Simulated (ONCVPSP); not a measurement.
## What one change does to a pseudopotential (F (Z = 9), ONCV)

```
Element                 : F (Z = 9)
Generator               : ONCVPSP 4.0.1
Type                    : optimised norm-conserving Vanderbilt (ONCV)
Functional              : LDA (Perdew-Wang 92)
Relativity              : scalar-relativistic
Frozen core             : [He]
Valence charge          : 7
Reference configuration : 2s2 2p4.75 (charge +0.25)
Partial waves           : 2s: rc 0.55 bohr, ncon 4, nbas 8, qcut 11.8 1/bohr, 2 projectors, debl 0.4 Ha; 2p: rc 1.45 bohr, ncon 4, nbas 8, qcut 9.6 1/bohr, 3 projectors, debl 1.6 Ha; d scattering state at 0.21 Ha: rc 1.30 bohr, ncon 4, nbas 9, qcut 7.1 1/bohr, 2 projectors, debl 3.8 Ha
Local potential         : polynomial inside 0.40 bohr (lpopt 5, dvloc0 3 Ha)
Core correction         : Teter function fitted to the true core (icmod 2), fcfact 0.6
```

In the s channel the program set the typed energies aside and used -1.237, 0.250 Ha.

Change: p: ncon 5, nbas 9.

Cutoffs: the cutoffs (Ha) at which the residual kinetic energy of the hardest occupied pseudo-wave falls to 1 and 0.1 mHa per electron; they do not see the model core or the augmentation charge, which bear on the density cutoff. Errors are all-electron minus pseudo energies relative to the spin-unpolarised reference configuration.

**Question.** What does the change do?

**Answer.** The potential gets neither clearly harder nor softer (146 Ha and 550 Ha → 146 Ha and 550 Ha); both files keep a bound ghost (s); of the 4 tests that both files solve, the error grows in 0 and shrinks in 4 by more than 15 % and 0.3 meV (median size 26.4 → 18.0 meV).

| quantity | base | changed |
| --- | --- | --- |
| cutoff, loose | 146 Ha | 146 Ha |
| cutoff, tight | 550 Ha | 550 Ha |
| loose cutoff by channel | s 146 Ha, p 33 Ha | s 146 Ha, p 36 Ha |
| bound ghosts | s | s |
| GHOST(+) flags under 300 eV | d at 22.7 eV | d at 22.7 eV |
| error for 2s2 2p5, meV [ΔE -3.31 eV] | +1.6 | +1.3 |
| error for 2s2 2p4, meV [ΔE 16.25 eV] | +25 | +19 |
| error for 2s2 2p3, meV [ΔE 54.77 eV] | +254 | +196 |
| error for 2s1 2p5, meV [ΔE 34.91 eV] | -28 | -17 |
| s: phases at 0.56 bohr within 0.05 rad from the reference energy up to (Ha; the scan ends near 5) | to the end of the scan | to the end of the scan |
| p: phases at 1.47 bohr within 0.05 rad from the reference energy up to (Ha; the scan ends near 5) | to the end of the scan | to the end of the scan |
| d: phases at 1.32 bohr within 0.05 rad from the reference energy up to (Ha; the scan ends near 5) | 0.8 | 0.8 |
| rms error of d²Exc/dni dnj with the model core, mHa | 1.54 | 1.56 |

 A true bound ghost makes a file unfit for plane-wave use even where its test errors are small: the radial tests pick states by their node count and pass the ghost by.
